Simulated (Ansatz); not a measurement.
Born–Oppenheimer molecular dynamics of Cl3GeH (5 atoms, charge 0, multiplicity 1). It starts from a relaxed structure.

Level of theory: RKS B3LYP/def2-SVP (Ansatz 0.2.0).

```yaml
ensemble: NVE (Milne-controlled integrator)
time_step: 0.25 fs
steps_asked: 300
starting_velocities_drawn_for: 2000 K
seed: 337067
```

First frame:

```xyz
5
Properties=species:S:1:pos:R:3
Ge 0.001 0.000 0.007
H 0.000 0.000 1.538
Cl 2.023 0.000 -0.737
Cl -1.010 1.751 -0.738
Cl -1.010 -1.751 -0.738
```

Question: How far do the bonds stretch over the last three quarters of this one trajectory? (Pairs bonded in most of those frames.)

Answer: 
| bond | mean (Å) | spread (Å) | shortest | longest |
| --- | --- | --- | --- | --- |
| Ge1–H2 | 1.536 | 0.013 | 1.51 | 1.55 |
| Ge1–Cl3 | 2.154 | 0.092 | 2.04 | 2.29 |
| Ge1–Cl4 | 2.195 | 0.008 | 2.18 | 2.20 |
| Ge1–Cl5 | 2.211 | 0.039 | 2.13 | 2.25 |

Mean temperature of the second half: 418 K. The conserved energy stayed within 0.0015 meV per atom of its start (net change -0.0014 meV per atom), so the integration is sound. A run of 0.075 ps of so small a system gives no equilibrium averages.

Time of the run: 23 min on 1 thread of Arm Neoverse V1, on a shared host, peak memory 0.2 GiB.
